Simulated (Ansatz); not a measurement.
CH₅OSbTe, SMILES `[CH3][Sb]([OH])[TeH]` at its PBE0-D4/def2-TZVP geometry, where that method's forces vanish. The species carries charge 0 and has multiplicity 1. Sb, Te: def2 effective core potential.

| atom | x (Å) | y (Å) | z (Å) |
| --- | --- | --- | --- |
| C1 | 1.147 | -0.632 | 0.266 |
| Sb2 | -0.875 | -0.934 | -0.359 |
| O3 | -1.498 | 0.031 | 1.245 |
| Te4 | -0.913 | 1.126 | -2.217 |
| H5 | 1.822 | -0.764 | -0.579 |
| H6 | 1.228 | 0.379 | 0.663 |
| H7 | 1.385 | -1.354 | 1.048 |
| H8 | -2.455 | 0.121 | 1.259 |
| H9 | 0.158 | 2.026 | -1.327 |

(1) For each bond, give half the difference of the two atoms' forces along it (eV/Å; positive pushes the atoms apart) under PBE-D4, r2SCAN-D4, B3LYP-D4, ωB97M-V in def2-TZVPP. (Best estimate.)

## Answers

(1) Ansatz gave: 
```tsv
bond	length (Å)	PBE-D4	r2SCAN-D4	B3LYP-D4	ωB97M-V
C1–Sb2	2.139	0.24	0.13	0.28	-0.09
C1–H5	1.089	0.09	-0.02	-0.08	-0.02
C1–H6	1.090	0.08	-0.04	-0.08	-0.03
C1–H7	1.091	0.08	-0.03	-0.09	-0.03
Sb2–O3	1.973	0.51	0.17	0.34	-0.02
Sb2–Te4	2.774	0.19	0.09	0.21	-0.14
O3–H8	0.961	0.38	0.05	-0.05	-0.05
Te4–H9	1.658	0.26	0.03	0.08	-0.13
```

B3LYP here is the variant with VWN-RPA as its local correlation; programs differ in this.
